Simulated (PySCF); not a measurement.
Si(F)2(Br)(OH) (BrF2HOSi), SMILES O[Si](F)(F)Br. Atoms are numbered in the order given.

```xyz
6

O      1.5381    -1.3390     0.0000
Si    -0.0009    -0.8007     0.0000
F     -0.8081    -1.3461     1.2796
F     -0.8081    -1.3461    -1.2796
Br     0.0159     1.3841     0.0000
H      1.6954    -2.2919     0.0000
```

Geometry: B3LYP-D3(BJ)/def2-SVP. This is a generated structure with no PubChem entry under its InChIKey; it may be hypothetical. The values are those of a single conformer.

Level of theory: r2SCAN/def2-TZVP in PySCF.

Symmetry labels are those of the subgroup Cs that the program uses (full group Cs).

**Question.** List the valence orbital energies around the gap with their symmetry. (An estimate is asked for; the answer gives what the named calculation found.)

**Answer.** 
```tsv
orbital	symmetry	energy (eV)
HOMO−7	A'	-11.71
HOMO−6	A"	-11.19
HOMO−5	A"	-10.83
HOMO−4	A'	-10.31
HOMO−3	A'	-10.00
HOMO−2	A"	-9.23
HOMO−1	A'	-8.26
HOMO	A"	-8.24
LUMO	A'	-0.66
LUMO+1	A'	0.74
LUMO+2	A"	1.14
LUMO+3	A'	1.47
```
